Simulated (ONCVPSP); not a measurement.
# Sc, ONCV: configuration errors across variants

```json
{
  "Element": "Sc (Z = 21)",
  "Generator": "ONCVPSP 4.0.1",
  "Type": "optimised norm-conserving Vanderbilt (ONCV)",
  "Functional": "PBE",
  "Relativity": "scalar-relativistic",
  "Frozen core": "[Ne] 3s2",
  "Valence charge": "9",
  "Reference configuration": "3p6 3d1 4s1 (charge +1)",
  "Partial waves": "4s: rc 2.35 bohr, ncon 4, nbas 8, qcut 2.2 1/bohr, 3 projectors, debl 1 Ha; 3p: rc 1.85 bohr, ncon 5, nbas 9, qcut 7.2 1/bohr, 2 projectors, debl 2.5 Ha; 3d: rc 1.55 bohr, ncon 4, nbas 9, qcut 12.1 1/bohr, 2 projectors, debl 3.4 Ha",
  "Local potential": "polynomial inside 1.40 bohr (lpopt 3, dvloc0 0 Ha)",
  "Core correction": "Teter function, fcfact 5.25, rcfact 1.65"
}
```

All-electron excitation energies from the reference (eV): (1) 3p6 3d1 4s2 -6.897; (2) 3p6 3d1 4s0 12.768; (3) 3p6 3d0 4s0 37.637; (4) 3p6 3d0 4s2 1.484.

3 further variants failed, have other tests or another functional or relativity, and are left out.

A true bound ghost makes a file unfit for plane-wave use even where its test errors are small: the radial tests pick states by their node count and pass the ghost by.

Errors AE − PS in meV (a dash: test not solved or not reliable):

```tsv
change	(1)	(2)	(3)	(4)	bound ghosts	GHOST(+) flags above zero
base	+1.4	+16	+131	-118	s	s
core correction Teter function, fcfact 5.25, rcfact 1.26	+1.5	+16	+137	-112	s	s
local potential polynomial inside 1.40 bohr (lpopt 3, dvloc0 6 Ha)	+1.4	+16	+131	-118	s	s
core correction Teter function, fcfact 3, rcfact 1.1	+1.5	+16	+136	-112	s	s
d: qcut 13.5	+1.3	+16	+128	-122	s	s
```

(1) Give the same row for: p: ncon 4, nbas 8.

Results:

(1) +1.4, +16, +130, -119; bound ghosts: s; GHOST(+) flags above zero: s.
